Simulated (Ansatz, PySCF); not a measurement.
Reaction (SMILES): Cl[SiH][SiH2]Cl → [SiH3][Si](Cl)Cl

Quantity: isomerisation energy (enthalpy at 298 K), in kcal/mol. Set-up: 6-311+G** with 5d, 6d on Na to Ar in Ansatz (an electronic-structure program); UHF or UKS for open shells; valence correlation only; spin-orbit terms left out; 6-31G* and kin with 6d, 5d where marked; dispersion terms only where a functional's name holds one; non-relativistic. CBS(X,Y): correlation extrapolated as X^-3; Hartree-Fock from the larger set. Ab initio and DFT rows: single points at B3LYP-D3(BJ) geometries (Ansatz), with unscaled harmonic terms from B3LYP/6-31G* (Ansatz) at its own minima.

Coupled cluster (Ansatz) is a level with limits of its own, used here on species with T1 under 0.025 (0.045 for open shells) and stable references: CCSD(T)/CBS(aug-cc-pV(T+d)Z,aug-cc-pV(Q+d)Z).

Value to compare with, CCSD(T)/CBS(aug-cc-pV(T+d)Z,aug-cc-pV(Q+d)Z) (Ansatz): -2.4 kcal/mol.

```json
[
 {"level": "PBE/3-21G", "program": "Ansatz", "isomerisation energy (enthalpy at 298 K) (kcal/mol)": "-5.6", "difference": "-3.2"},
 {"level": "PBE/def2-SVP", "program": "Ansatz", "isomerisation energy (enthalpy at 298 K) (kcal/mol)": "-4.5", "difference": "-2.1"},
 {"level": "PBE/6-311+G**", "program": "Ansatz", "isomerisation energy (enthalpy at 298 K) (kcal/mol)": "-4.1", "difference": "-1.7"},
 {"level": "B3LYP/6-31G*", "program": "Ansatz", "isomerisation energy (enthalpy at 298 K) (kcal/mol)": "-3.5", "difference": "-1.1"},
 {"level": "B3LYP/def2-SVP", "program": "Ansatz", "isomerisation energy (enthalpy at 298 K) (kcal/mol)": "-3.8", "difference": "-1.4"},
 {"level": "M06-2X/6-311+G**", "program": "PySCF", "isomerisation energy (enthalpy at 298 K) (kcal/mol)": "-2.5", "difference": "-0.1"},
 {"level": "B3PW91/6-31G* (5d)", "program": "PySCF", "isomerisation energy (enthalpy at 298 K) (kcal/mol)": "-3.2", "difference": "-0.8"},
 {"level": "B3LYP-D3(BJ)/def2-TZVPD", "program": "Ansatz + dftd3", "isomerisation energy (enthalpy at 298 K) (kcal/mol)": "-3.5", "difference": "-1.1"},
 {"level": "wB97M-V/def2-TZVPD", "program": "Ansatz", "isomerisation energy (enthalpy at 298 K) (kcal/mol)": "-3.1", "difference": "-0.7"}
]
```

Among the 7 habitual levels, PBE/3-21G lies farthest from CCSD(T)/CBS(aug-cc-pV(T+d)Z,aug-cc-pV(Q+d)Z) (Ansatz) (-3.2 kcal/mol) and M06-2X/6-311+G** nearest (-0.1); 0 of 7 lie above it, and their mean absolute difference is 1.5 kcal/mol, the median 1.4. One case shows no general order.

The levels are drawn from those run, B3LYP/6-31G* more often than the rest, none by its result; left out are runs that failed, that the program found above a lower state of the same kind, or whose <S^2> lies over 0.5 above the pure value.
